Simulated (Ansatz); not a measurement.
Mulliken charges of ClH₃NNbOS (`[NH2][Nb]([OH])(=[S])[Cl]`) from ωB97M-V/def2-TZVPP in Ansatz (PBE0-D4/def2-TZVP geometry).

| atom | x (Å) | y (Å) | z (Å) | charge (e) |
| --- | --- | --- | --- | --- |
| N1 | -0.584 | 1.309 | 0.352 | -0.487 |
| Nb2 | 0.173 | -0.301 | -0.432 | 1.084 |
| O3 | 0.981 | -1.326 | 0.920 | -0.481 |
| S4 | -1.459 | -1.334 | -1.345 | -0.323 |
| Cl5 | 1.761 | 0.265 | -1.999 | -0.295 |
| H6 | -0.066 | 1.899 | 0.990 | 0.138 |
| H7 | -1.526 | 1.649 | 0.229 | 0.156 |
| H8 | 0.812 | -2.218 | 1.229 | 0.208 |

Question: By hand: the dipole of these point charges (1 e Å = 4.8032 D).

Answer: Σ q r = (-0.126, 0.085, 0.370) e Å, of length 0.400 e Å = 1.92 D.

Question: How does the dipole of the full density compare? (Estimate.)

Answer: The calculation gave: (-0.069, 0.181, 0.651) e Å, 3.26 D; the point charges give 0.59 times that, at 13° from its direction.

Point charges leave out the atoms' own dipoles, such as those of lone pairs, and Mulliken's split depends on the basis, so the two needn't agree.
